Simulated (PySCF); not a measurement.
Ti²⁺ (titanium, charge +2) across methods

[Ar] 3d1 4s1, high-spin 3D determinant (an excited configuration). Computed with PySCF 2.14 in def2-QZVPPD (11s6p5d3f2g, 93 functions), with the non-relativistic Hamiltonian (point nucleus).

```json
{"method": "CAM-B3LYP", "E (hartree)": "-848.457", "mean ε 3p β (eV)": "-64.267", "mean ε 3d α (eV)": "-29.636", "mean ε 4s α (eV)": "-21.463", "Σ⟨r²⟩ (bohr²)": "22.16", "⟨S²⟩": "2.001"}
{"method": "LDA", "E (hartree)": "-846.344", "mean ε 3p β (eV)": "-60.192", "mean ε 3d α (eV)": "-25.917", "mean ε 4s α (eV)": "-19.699", "Σ⟨r²⟩ (bohr²)": "22.11", "⟨S²⟩": "2.000"}
{"method": "PBE", "E (hartree)": "-848.177", "mean ε 3p β (eV)": "-60.125", "mean ε 3d α (eV)": "-26.016", "mean ε 4s α (eV)": "-19.454", "Σ⟨r²⟩ (bohr²)": "22.20", "⟨S²⟩": "2.000"}
{"method": "r2SCAN", "E (hartree)": "-848.377", "mean ε 3p β (eV)": "-61.068", "mean ε 3d α (eV)": "-26.526", "mean ε 4s α (eV)": "-19.606", "Σ⟨r²⟩ (bohr²)": "22.24", "⟨S²⟩": "2.001"}
{"method": "wB97M-V", "E (hartree)": "-848.378", "mean ε 3p β (eV)": "-65.377", "mean ε 3d α (eV)": "-30.501", "mean ε 4s α (eV)": "-22.104", "Σ⟨r²⟩ (bohr²)": "22.38", "⟨S²⟩": "2.000"}
{"method": "PBE0", "E (hartree)": "-848.225", "mean ε 3p β (eV)": "-62.847", "mean ε 3d α (eV)": "-28.124", "mean ε 4s α (eV)": "-20.201", "Σ⟨r²⟩ (bohr²)": "22.22", "⟨S²⟩": "2.001"}
{"method": "M06", "E (hartree)": "-848.368", "mean ε 3p β (eV)": "-62.973", "mean ε 3d α (eV)": "-27.218", "mean ε 4s α (eV)": "-20.143", "Σ⟨r²⟩ (bohr²)": "22.15", "⟨S²⟩": "2.000"}
{"method": "UHF", "E (hartree)": "-847.56022", "mean ε 3p β (eV)": "-69.651", "mean ε 3d α (eV)": "-33.721", "mean ε 4s α (eV)": "-21.999", "Σ⟨r²⟩ (bohr²)": "22.57", "⟨S²⟩": "2.002"}
{"method": "BHandHLYP", "E (hartree)": "-848.434", "mean ε 3p β (eV)": "-65.361", "mean ε 3d α (eV)": "-30.184", "mean ε 4s α (eV)": "-20.901", "Σ⟨r²⟩ (bohr²)": "22.22", "⟨S²⟩": "2.001"}
```
